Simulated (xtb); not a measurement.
C$_{2}$H$_{7}$OS (SMILES CS(C)=[OH+]), charge +1, singlet, from a rough starting geometry; GFN2-xTB (xtb).

Here is a job for xtb.
```
$ xtb mol.xyz --gfn 2 --chrg 1 --opt vtight --json

# file mol.xyz
11

C      1.34732216    -0.40807941     0.08328049
S     -0.02215537     0.43519461     0.73828445
C     -1.30500836    -0.43574334    -0.00573673
O      0.05201651     1.69299399    -0.26472679
H      2.25705594     0.12671856     0.37860984
H      1.39153473    -1.45171636     0.43148514
H      1.35814449    -0.48054070    -1.00021333
H     -1.17224247    -0.53491217    -1.11515358
H     -2.31859966     0.03625793     0.16848518
H     -1.36593496    -1.47202059     0.39107503
H     -0.25577910     2.58510625     0.10544249
```

Output, abridged:

```
   ID    Z sym.   atoms
    1    6 C      1, 3
    2   16 S      2
    3    8 O      4
    4    1 H      5-11

           -------------------------------------------------
          |                Calculation Setup                |
           -------------------------------------------------

           -------------------------------------------------
          |                 G F N 2 - x T B                 |
           -------------------------------------------------

          ...................................................
          :                      SETUP                      :
          :.................................................:
          :  # basis functions                  29          :
          :  # atomic orbitals                  28          :
          :  # shells                           16          :
          :  # electrons                        26          :
          :  max. iterations                   250          :
          :  Hamiltonian                  GFN2-xTB          :
          :  restarted?                      false          :
          :  GBSA solvation                  false          :
          :  PC potential                    false          :
          :  electronic temp.          300.0000000     K    :
          :  accuracy                    1.0000000          :
          :  -> integral cutoff          0.2500000E+02      :
          :  -> integral neglect         0.1000000E-07      :
          :  -> SCF convergence          0.1000000E-05 Eh   :
          :  -> wf. convergence          0.1000000E-03 e    :
          :  Broyden damping             0.4000000          :
          :  net charge                          1          :
          :  unpaired electrons                  0          :
          ...................................................

 iter      E             dE          RMSdq      gap      omega  full diag
   1    -14.8170447 -0.148170E+02  0.496E+00    6.14       0.0  T
   2    -14.8290653 -0.120206E-01  0.250E+00    5.85       1.0  T
   3    -14.8307217 -0.165643E-02  0.726E-01    5.65       1.0  T
   4    -14.8308076 -0.859083E-04  0.172E-01    5.63       1.0  T
   5    -14.8308348 -0.271588E-04  0.682E-02    5.65       1.0  T
   6    -14.8308360 -0.127252E-05  0.374E-02    5.65       1.0  T
   7    -14.8308365 -0.440132E-06  0.836E-03    5.65       3.6  T
   8    -14.8308365 -0.459411E-07  0.486E-03    5.65       6.2  T
[...]
 * total energy  :   -14.7084906 Eh     change       -0.9733757E-05 Eh
 * total energy  :   -14.7085122 Eh     change       -0.2159867E-04 Eh
 * total energy  :   -14.7085215 Eh     change       -0.9266495E-05 Eh
 * total energy  :   -14.7085333 Eh     change       -0.1176580E-04 Eh
 * total energy  :   -14.7085383 Eh     change       -0.4994768E-05 Eh
 * total energy  :   -14.7085386 Eh     change       -0.3992172E-06 Eh
 * total energy  :   -14.7085419 Eh     change       -0.3248656E-05 Eh
 * total energy  :   -14.7085436 Eh     change       -0.1737705E-05 Eh
 * total energy  :   -14.7085452 Eh     change       -0.1516012E-05 Eh
 * total energy  :   -14.7085464 Eh     change       -0.1296078E-05 Eh
 * total energy  :   -14.7085467 Eh     change       -0.2264432E-06 Eh
 * total energy  :   -14.7085467 Eh     change       -0.5571205E-07 Eh
   *** GEOMETRY OPTIMIZATION CONVERGED AFTER 17 ITERATIONS ***
         :: total energy             -14.708546730052 Eh    ::
[...]
     6   1 H        0.925     0.119     1.620     1.990
     7   1 H        0.925     0.128     1.552     1.948
     8   1 H        0.925     0.128     1.553     1.949
     9   1 H        0.925     0.121     1.605     1.981
    10   1 H        0.925     0.119     1.620     1.990
    11   1 H        0.810     0.370     0.543     1.157

 Mol. C6AA /au·bohr⁶  :       1114.338054
 Mol. C8AA /au·bohr⁸  :      31427.356571
 Mol. α(0) /au        :         51.376880

Wiberg/Mayer (AO) data.
largest (>0.10) Wiberg bond orders for each atom

 ---------------------------------------------------------------------------
     #   Z sym  total        # sym  WBO       # sym  WBO       # sym  WBO
 ---------------------------------------------------------------------------
     1   6 C    3.948 --     2 S    1.010     5 H    0.964     7 H    0.962
                             6 H    0.959
     2  16 S    3.379 --     4 O    1.263     3 C    1.010     1 C    1.010
     3   6 C    3.948 --     2 S    1.010     9 H    0.964     8 H    0.962
                            10 H    0.959
     4   8 O    2.175 --     2 S    1.263    11 H    0.840
     5   1 H    0.985 --     1 C    0.964
     6   1 H    0.986 --     1 C    0.959
     7   1 H    0.984 --     1 C    0.962
     8   1 H    0.984 --     3 C    0.962
     9   1 H    0.985 --     3 C    0.964
    10   1 H    0.986 --     3 C    0.959
    11   1 H    0.863 --     4 O    0.840
 ---------------------------------------------------------------------------

Topologies differ in total number of bonds
Writing topology from bond orders to xtbtopo.mol

molecular dipole:
                 x           y           z       tot (Debye)
 q only:       -0.064       0.527       0.969
   full:       -0.060       0.606       0.812       2.579
molecular quadrupole (traceless):
                xx          xy          yy          xz          yz          zz
 q only:        0.626      -0.207       3.178       0.096       2.789      -3.804
  q+dip:        0.319      -0.266       4.432       0.119       3.022      -4.751
   full:        0.452      -0.267       4.738       0.146       2.919      -5.189

optimized geometry written to: xtbopt.xyz

           -------------------------------------------------
          | TOTAL ENERGY              -14.708546730052 Eh   |
          | GRADIENT NORM               0.000037282133 Eh/α |
          | HOMO-LUMO GAP               5.667360409907 eV   |
           -------------------------------------------------
```
